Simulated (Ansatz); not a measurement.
# Two structures, one formula

Two relaxed structures of GeH$_{2}$BrO (charge +1), singlet (PBE0-D4/def2-TZVP; forces vanish, vibrations not checked).

A:

```xyz
5
angstrom
O -1.1962 0.1279 -0.4969
Ge 0.3821 0.3105 0.1042
Br 1.5157 -1.4233 0.8251
H -1.5960 -0.7537 -0.5195
H 0.8944 1.7386 0.0870
```

B:

```json
{"atom": "O1", "x (Å)": "1.1726", "y (Å)": "-1.2519", "z (Å)": "0.6617"}
{"atom": "Ge2", "x (Å)": "0.7670", "y (Å)": "0.2468", "z (Å)": "0.2676"}
{"atom": "Br3", "x (Å)": "-1.6098", "y (Å)": "0.0987", "z (Å)": "-0.6572"}
{"atom": "H4", "x (Å)": "-1.5874", "y (Å)": "-1.3227", "z (Å)": "-0.4279"}
{"atom": "H5", "x (Å)": "1.0339", "y (Å)": "1.7358", "z (Å)": "0.1431"}
```

Computed with Ansatz 0.2.0 (basis: def2-TZVPP); correlated methods freeze the cores. Filled d shells of the heavier atoms are correlated. The def2 sets are not built for correlating such inner shells, so the correlated values are less sure here. B3LYP uses VWN-RPA correlation.

(1) Which structure is lower at CCSD(T), and by how much? (Judge from chemistry; the value comes from the calculation.)

T1 diagnostic: at most 0.020.

## Answers

(1) The calculation gives: A, by 247.3 kJ/mol (electronic energy, against the other). By their contacts, A is GeH₂BrO ([OH][GeH][Br]), total charge +1 and B is GeH₂BrO ([O][GeH][BrH]), total charge +1.

All methods give the same order:

| method | E(B) − E(A) (kJ/mol) |
| --- | --- |
| PBE-D4 | 226.1 |
| r2SCAN-D4 | 246.1 |
| PBE0-D4 | 259.2 |
| B3LYP-D4 | 247.5 |
| wB97M-V | 263.0 |
| HF | 324.6 |
| MP2 | 239.2 |
| CCSD | 263.7 |
| CCSD(T) | 247.3 |

Labels in which every atom is bracketed show which atoms are joined, not bond orders.

For scale, one of the runs: CCSD(T)/def2-TZVPP, 155 basis functions, launched by `ansatz run in.yaml --threads 2 --pin off --events-out ev --progress --plain --max-ram 4352MiB`. Hardware: 2 CPU threads of an Arm Neoverse V2, shared host. Wall time 55 s; peak host memory 1.1 GiB.
